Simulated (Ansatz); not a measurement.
Cartesian coordinates in Å:
```
C 0.845 1.421 0.040
C 0.644 0.019 -0.534
Al -0.858 -0.995 0.197
S -1.352 -3.018 -0.468
S -2.182 -0.204 1.744
H 1.701 1.927 -0.414
H -0.029 2.055 -0.128
H 1.023 1.395 1.118
H 0.507 0.068 -1.621
H 1.548 -0.586 -0.389
H -0.333 -3.044 -1.346
H -1.514 0.962 1.801
```

Total charge 0; spin multiplicity 1.

(1) List the ωB97M-V/def2-TZVPP orbital energies in eV (Ansatz). (An estimate is asked.)

Answers

(1) Computed: Occupied: -2426.54, -2426.54, -1532.49, -281.50, -281.24, -220.54, -220.54, -163.65, -163.65, -163.55, -163.55, -163.50, -163.49, -117.08, -76.72, -76.60, -76.53, -24.02, -22.89, -22.60, -20.00, -15.11, -14.75, -14.41, -13.31, -13.21, -12.39, -12.35, -10.84, -10.24, -10.04, -9.60. Lowest empty: 1.11, 1.32, 2.03, 2.37, 2.94, 3.65, 3.95, 4.39.
